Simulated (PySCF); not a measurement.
A GIAO shielding run with PySCF 2.14.0 with density-fitted response routines (density fitting, non-relativistic, gas phase) on `ClB(Cl)Cl`, BCl₃:

```
$ OMP_NUM_THREADS=2 python probes_run.py task.json out

{"job": {"kind": "nmr", "xc": "wB97X-D", "basis": "pcSseg-2", "pop": false}, "charge": 0, "multiplicity": 1}
Cl    -0.799985    -1.541233    -0.086494
B      0.010013    -0.006559    -0.008253
Cl    -0.901903     1.463739    -0.163546
Cl     1.730135     0.057824     0.224873
```

Hardware: 2 threads of an Intel Xeon, shared host.

Q: How large is the calculation?

A: 56 electrons, 165 basis functions and 575 auxiliary functions.

Q: How long does it take, and how much memory does it need?

A: 32 s of wall time, with 12 SCF cycles and 6 response iterations; peak memory 0.89 GiB. Times on a shared host scatter by some tens of per cent.

Q: And these other runs on the same molecule and hardware: GIAO shielding at B97-2/pcSseg-2; GIAO shielding at KT3/pcSseg-2; GIAO shielding at PBE0/pcSseg-2?

A: B97-2/pcSseg-2: 165 functions, 33 s; KT3/pcSseg-2: 165 functions, 26 s; PBE0/pcSseg-2: 165 functions, 26 s.
